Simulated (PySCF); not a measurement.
AlHFBr, SMILES [F][AlH][Br]. Geometry optimised at ωB97X-D3(BJ)/def2-TZVP.

Method: ωB97X-D3(BJ)/def2-TZVP in PySCF.

Harmonic wavenumbers (cm⁻¹): 186, 432, 472, 659, 856, 2042. Rotational constants (GHz): 24.60, 2.337, 2.134; symmetry number 1.

Question: Work out the zero-point energy and the ideal-gas rigid-rotor harmonic-oscillator thermochemistry at 298.15 K and 1 atm.

Answer: ZPE = ½ Σ hcν = ½ × 4647 cm⁻¹ = 6.64 kcal/mol. H − E(el) = 9.83 kcal/mol. Entropy in cal/(mol K): translation 40.43, rotation 25.37, vibration 4.38, total 70.18. G − E(el) = -11.09 kcal/mol. Cp = 14.00 cal/(mol K).
